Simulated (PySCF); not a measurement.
Compound: C₃H₅F₃O.
Geometry (GFN2-xTB, Å), atoms numbered from 1 in this order:
```
atom  x, y, z in Å
O1     0.649    1.126    1.032
C2     0.326    0.359   -0.095
C3    -1.186    0.253   -0.314
F4    -1.671    1.499   -0.626
C5     0.936   -1.031    0.116
F6     0.160   -1.800    0.910
F7     1.030   -1.684   -1.065
H8     0.144    1.949    1.000
H9     0.788    0.783   -1.003
H10   -1.692   -0.075    0.599
H11   -1.418   -0.413   -1.150
H12    1.935   -0.967    0.570
```

PySCF, density fitting, gas phase, GFN2-xTB geometry. The standard run uses grid level 2 after a coarse-grid start, the def2-universal JK fitting basis (with tight functions added where the orbital basis needs them), an energy threshold of 1e-9 Eh and DIIS. The changed runs have no coarse-grid stage.

Question: Standard PBE0/def2-SVPD: E = -491.236027 Eh, HOMO -8.765 eV, LUMO 0.395 eV, dipole 0.911 D, 13 cycles (coarse-grid cycles included). What changes at PBE0/def2-SVPD with: start guess atom?

Answer: E = -491.236027 Eh (0.000 mEh), HOMO -8.765 eV (0.000), LUMO 0.395 eV (0.000), dipole 0.911 D (0.000), 10 SCF cycles. The result matches the standard run within 0.02 mEh and 0.003 eV; such settings steer the iterations and don't enter the energy expression.

The cycles:
```
cycle   1  E = -491.0637763304  dE =  1.607e+00  |g| = 9.582e-01  |ddm| = 4.389e+00
cycle   2  E = -490.9396433785  dE =  1.241e-01  |g| = 1.271e+00  |ddm| = 2.040e+00
cycle   3  E = -491.2316022960  dE = -2.920e-01  |g| = 1.468e-01  |ddm| = 1.129e+00
cycle   4  E = -491.2356158865  dE = -4.014e-03  |g| = 4.502e-02  |ddm| = 1.860e-01
cycle   5  E = -491.2360081144  dE = -3.922e-04  |g| = 1.026e-02  |ddm| = 5.422e-02
cycle   6  E = -491.2360234521  dE = -1.534e-05  |g| = 4.446e-03  |ddm| = 1.423e-02
cycle   7  E = -491.2360269352  dE = -3.483e-06  |g| = 6.269e-04  |ddm| = 4.595e-03
cycle   8  E = -491.2360270026  dE = -6.736e-08  |g| = 2.343e-04  |ddm| = 1.020e-03
cycle   9  E = -491.2360270135  dE = -1.094e-08  |g| = 5.589e-05  |ddm| = 2.800e-04
cycle  10  E = -491.2360270140  dE = -4.834e-10  |g| = 2.087e-05  |ddm| = 6.801e-05
```

Question: Standard PBE0/pcSseg-1: E = -491.526480 Eh, HOMO -8.567 eV, LUMO 1.217 eV, dipole 0.900 D, 13 cycles (coarse-grid cycles included). What changes at PBE0/pcSseg-1 with: start guess vsap?

Answer: E = -491.526480 Eh (0.000 mEh), HOMO -8.567 eV (0.000), LUMO 1.217 eV (0.000), dipole 0.900 D (0.000), 11 SCF cycles. The result matches the standard run within 0.02 mEh and 0.003 eV; such settings steer the iterations and don't enter the energy expression.

The cycles:
```
cycle   1  E = -490.2713756857  dE =  2.738e-01  |g| = 2.329e+00  |ddm| = 4.020e+00
cycle   2  E = -489.3170911991  dE =  9.543e-01  |g| = 3.447e+00  |ddm| = 4.465e+00
cycle   3  E = -491.4729016643  dE = -2.156e+00  |g| = 5.852e-01  |ddm| = 2.307e+00
cycle   4  E = -491.5160496530  dE = -4.315e-02  |g| = 2.745e-01  |ddm| = 5.040e-01
cycle   5  E = -491.5260819479  dE = -1.003e-02  |g| = 4.592e-02  |ddm| = 1.644e-01
cycle   6  E = -491.5264651778  dE = -3.832e-04  |g| = 9.137e-03  |ddm| = 3.741e-02
cycle   7  E = -491.5264773922  dE = -1.221e-05  |g| = 3.325e-03  |ddm| = 7.408e-03
cycle   8  E = -491.5264796095  dE = -2.217e-06  |g| = 5.285e-04  |ddm| = 2.371e-03
cycle   9  E = -491.5264796602  dE = -5.074e-08  |g| = 1.721e-04  |ddm| = 4.628e-04
cycle  10  E = -491.5264796641  dE = -3.873e-09  |g| = 6.937e-05  |ddm| = 1.511e-04
cycle  11  E = -491.5264796648  dE = -6.918e-10  |g| = 1.335e-05  |ddm| = 4.551e-05
```
